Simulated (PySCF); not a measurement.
H₄AsSi (SMILES [SiH3][AsH]), doublet, geometry from GFN2-xTB; CAMB3LYP/3-21G run with PySCF.

Here is a job for PySCF.
```python
from pyscf import gto, scf, dft

mol = gto.Mole()
mol.atom = '''
    Si   -1.40329534   -0.53462063    0.03897477
    As    0.72861432    0.32423351   -0.02335434
    H    -1.67313328   -1.31833068    1.25215617
    H    -2.36838393    0.56910308    0.00592110
    H    -1.70511391   -1.41474898   -1.09857261
    H     1.34849332   -1.05104054    0.06554169
'''
mol.basis = '3-21g'
mol.spin = 1
mol.verbose = 4
mol.build()

mf = dft.UKS(mol)
mf.xc = 'camb3lyp'
mf.kernel()
mf.analyze()
```

What the program printed (banner, timings and long lists left out):

```
PySCF version 2.14.0

[INPUT] verbose = 4
[INPUT] num. atoms = 6
[INPUT] num. electrons = 51
[INPUT] charge = 0
[INPUT] spin (= nelec alpha-beta = 2S) = 1
[INPUT] symmetry False subgroup None
[INPUT] Mole.unit = angstrom
[INPUT] Symbol           X                Y                Z      unit          X                Y                Z       unit  Magmom
[...]
nuclear repulsion = 153.404945388132
number of shells = 25
number of NR pGTOs = 93
number of NR cGTOs = 43
basis = 3-21g
ecp = {}

******** <class 'pyscf.dft.uks.UKS'> ********
method = UKS
initial guess = minao
damping factor = 0
level_shift factor = 0
DIIS = <class 'pyscf.scf.diis.CDIIS'>
diis_start_cycle = 1
diis_space = 8
diis_damp = 0
SCF conv_tol = 1e-09
SCF conv_tol_grad = None
SCF max_cycles = 50
direct_scf = True
direct_scf_tol = 1e-13
number electrons alpha = 26  beta = 25
XC library pyscf.dft.libxc version 7.1.2
    S. Lehtola, C. Steigemann, M. J. T. Oliveira, and M. A. L. Marques,  SoftwareX 7, 1–5 (2018)
XC functionals = camb3lyp
    T. Yanai, D. P. Tew, and N. C. Handy,  Chem. Phys. Lett. 393, 51 (2004)
radial grids:
    Treutler-Ahlrichs [JCP 102, 346 (1995); DOI:10.1063/1.469408] (M4) radial grids

becke partition: Becke, JCP 88, 2547 (1988); DOI:10.1063/1.454033
pruning grids: <function nwchem_prune>
grids dens level: 3
symmetrized grids: False
atomic radii adjust function: <function treutler_atomic_radii_adjust>
small_rho_cutoff = 0
Set gradient conv threshold to 3.16228e-05
tot grids = 78840
init E= -2513.15034066468

cycle= 1 E= -2515.50522502167  delta_E= -2.35  |g|= 0.126  |ddm|= 1.47
cycle= 2 E= -2515.51609054351  delta_E= -0.0109  |g|= 0.0714  |ddm|= 0.428
cycle= 3 E= -2515.52045938531  delta_E= -0.00437  |g|= 0.00771  |ddm|= 0.159
cycle= 4 E= -2515.5205871547  delta_E= -0.000128  |g|= 0.00199  |ddm|= 0.0245
cycle= 5 E= -2515.5205963207  delta_E= -9.17e-06  |g|= 0.000814  |ddm|= 0.00639
cycle= 6 E= -2515.52059803478  delta_E= -1.71e-06  |g|= 0.000275  |ddm|= 0.00339
cycle= 7 E= -2515.52059826462  delta_E= -2.3e-07  |g|= 6.88e-05  |ddm|= 0.00159
cycle= 8 E= -2515.52059827919  delta_E= -1.46e-08  |g|= 1.5e-05  |ddm|= 0.00043
cycle= 9 E= -2515.52059827976  delta_E= -5.7e-10  |g|= 5.13e-06  |ddm|= 7.46e-05
Extra cycle  E= -2515.52059827984  delta_E= -8e-11  |g|= 2.73e-06  |ddm|= 1.95e-05
converged SCF energy = -2515.52059827984  <S^2> = 0.75192055  2S+1 = 2.0019196
**** SCF Summaries ****
Total Energy =                       -2515.520598279838396
Nuclear Repulsion Energy =             153.404945388132148
One-electron Energy =                -3812.870217815121578
Two-electron Energy =                 1143.944674147151090
Two-electron Coulomb Energy =         1249.647750946119231
DFT Exchange-Correlation Energy =     -105.703076798968212
**** MO energy ****
                             alpha | beta                alpha | beta
[...]
To work with the spin densities directly, `use mulliken_meta_spin()` only printing them here.

 ** Mulliken spin pop alpha/beta on meta-lowdin orthogonal AOs **
 ** Mulliken Spin Density (per AO)  **
spin_pop of  0 Si 1s       -0.00000
spin_pop of  0 Si 2s        0.00000
spin_pop of  0 Si 3s       -0.00757
spin_pop of  0 Si 4s        0.00007
spin_pop of  0 Si 2px      -0.00000
spin_pop of  0 Si 2py      -0.00000
spin_pop of  0 Si 2pz       0.00000
spin_pop of  0 Si 3px      -0.01744
spin_pop of  0 Si 3py      -0.00681
spin_pop of  0 Si 3pz      -0.01431
spin_pop of  0 Si 4px      -0.00027
spin_pop of  0 Si 4py      -0.00007
spin_pop of  0 Si 4pz       0.00105
spin_pop of  1 As 1s       -0.00000
spin_pop of  1 As 2s       -0.00000
spin_pop of  1 As 3s        0.00001
spin_pop of  1 As 4s        0.01075
spin_pop of  1 As 5s        0.00041
spin_pop of  1 As 2px       0.00000
spin_pop of  1 As 2py       0.00000
spin_pop of  1 As 2pz       0.00000
spin_pop of  1 As 3px       0.00000
spin_pop of  1 As 3py       0.00000
spin_pop of  1 As 3pz       0.00018
spin_pop of  1 As 4px       0.02432
spin_pop of  1 As 4py       0.01421
spin_pop of  1 As 4pz       0.95212
spin_pop of  1 As 5px       0.00003
spin_pop of  1 As 5py       0.00005
spin_pop of  1 As 5pz       0.00018
spin_pop of  1 As 3dxy     -0.00003
spin_pop of  1 As 3dyz      0.00000
spin_pop of  1 As 3dz^2    -0.00007
spin_pop of  1 As 3dxz     -0.00001
spin_pop of  1 As 3dx2-y2   -0.00003
spin_pop of  2 H 1s        0.03094
spin_pop of  2 H 2s        0.00024
spin_pop of  3 H 1s        0.00054
spin_pop of  3 H 2s       -0.00002
spin_pop of  4 H 1s        0.03284
spin_pop of  4 H 2s        0.00025
spin_pop of  5 H 1s       -0.02180
spin_pop of  5 H 2s        0.00025
 ** Mulliken Spin Density (per atom)  **
spin density of  0 Si =     -0.04535
spin density of  1 As =      1.00212
spin density of  2 H =      0.03118
spin density of  3 H =      0.00052
spin density of  4 H =      0.03309
spin density of  5 H =     -0.02155
 ** Mulliken pop alpha/beta on meta-lowdin orthogonal AOs **
 ** Mulliken pop       alpha | beta **
In total            26.00000 | 25.00000
 ** Mulliken atomic charges   ( Nelec_alpha | Nelec_beta ) **
charge of  0Si =      0.20377  (     6.87544      6.92079 )
charge of  1As =      0.00056  (    17.00078     15.99866 )
charge of  2H =     -0.05764  (     0.54441      0.51323 )
charge of  3H =     -0.06159  (     0.53106      0.53054 )
charge of  4H =     -0.05735  (     0.54522      0.51213 )
charge of  5H =     -0.02774  (     0.50310      0.52465 )
Dipole moment(X, Y, Z, Debye): -0.05339, -0.56996,  0.03321
```
